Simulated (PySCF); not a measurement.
C5H5O3 (doublet state).
Cartesian coordinates in Å at the GFN2-xTB level; atoms count from 1:
```xyz
13
C5H5O3 angstrom
O      2.2281   -1.1139    0.7425
C      1.3781   -0.5918    0.0721
O      1.6427    0.2817   -0.9062
C     -0.1304   -0.7327    0.3253
C     -0.4497    0.3539    1.2940
O     -1.2098    1.3113    0.7120
C     -1.5408    0.8732   -0.5237
C     -0.9858   -0.3068   -0.8282
H      2.5995    0.4253   -0.9794
H     -0.3093   -1.7473    0.7007
H      0.0547    0.5979    2.2049
H     -2.1961    1.5060   -1.0913
H     -1.0855   -0.8563   -1.7405
```

The hyperfine couplings belong to this conformer and change with its torsions.

The species is `O=C(O)[C@H]1[CH]OC=C1` [radical].

Computed, not measured: UKS B3LYP, pcH-1 on C H O, non-relativistic, mean-field spin-orbit, GIAO in PySCF. Isolated species at its GFN2-xTB geometry (one conformer only). A GFN2-xTB geometry isn't a minimum of the functional, and hyperfine couplings can be far from their values at a DFT geometry. The SCF solution wasn't tested for stability.

The Mulliken spin populations are largest on C5 (+0.84), C8 (+0.10), O6 (+0.08) and C4 (-0.08). No atom but C5 exceeds +0.15. The positive populations add up to 1.17 and the negative ones to -0.17, together 2S = 1. The angles at C5 add up to 357.1°, so it is nearly planar; its axial dipolar tensor and the negative coupling of its proton fit spin in a p orbital normal to that plane.

Task: Test a(H) = Q·ρ(C) for the protons on planar carbons with a spin population beyond ±0.08.

Result: 
```
  H   C    ρ(C)  a(H) (G)  a/ρ (G)
H11  C5  +0.843    -18.83    -22.3
H13  C8  +0.099     -2.64    -26.6
```

A least-squares line through the origin gives Q = -22.4 G with Mulliken populations. In McConnell's picture π spin on carbon polarises the C–H bond and leaves opposite spin at the proton, which makes Q negative, as found here.

Couplings in gauss use g_iso = 2.0031.

On one thread, Arm Neoverse V1, shared host, this took 61 s wall.
